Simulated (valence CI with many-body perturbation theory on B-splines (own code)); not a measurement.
Pr XXXIX: key properties

Level of theory: relativistic CI+MBPT: three valence electrons over a frozen Dirac-Fock core [Ar], radial functions for each j: 7 s, 7 p, 8 d, 6 f, 4 g, 1 h, with the one-electron correlation potential Σ1 (screened to all orders), the two-electron term Σ2, the three-electron term Σ3, Breit, model QED; selected single and double excitations, second order for the rest, scaled by the run's own slope (own B-spline code, finite nucleus).

No measured spectrum was set against this ion. As an estimate, large intervals hold to a few tenths of a per cent, small ones and those within an open d or f shell to about a per cent. Only levels of the ground parity were solved; by the run's estimate the other parity begins above the list, which can be wrong where configurations are misplaced.

Levels are named by their leading jj configuration (3d3/2^4 stands for four electrons in 3d with j = 3/2), which in mixed levels can hold well under half, so a name can repeat and another be missing.

Rates and lifetimes use the calculated energies. Strong lines usually hold to 10 to 20 %, long lifetimes can be off by a factor of two.

(1) What is the ground level?

(2) How well does LS coupling describe the low levels?

(3) What is the ionisation energy?

(4) Name the longest-lived excited levels whose lifetime is computed, and their main decay.

Answers

(1) (3d3/2^3) J=3/2, composition 57 % 3d³ ⁴F + 32 % 3d³ ²D + 8 % 3d³ ²P, g = 0.638.

(2) Among the lowest 19 levels the leading LS term, summed over configurations, holds 61 % on average. For single configurations the figures are 61 % in LS and 89 % in jj coupling. Terms mix most in the J = 3/2 level at 24.396 eV, where the leading one holds 40 %.

(3) 2729.7 eV; NIST lists 2729 ± 4 eV (theoretical).

(4) (3d3/2^2 3d5/2) J=9/2 at 26.829 eV lives 109 ms, mostly by M1 to (3d3/2^2 3d5/2) J=7/2.
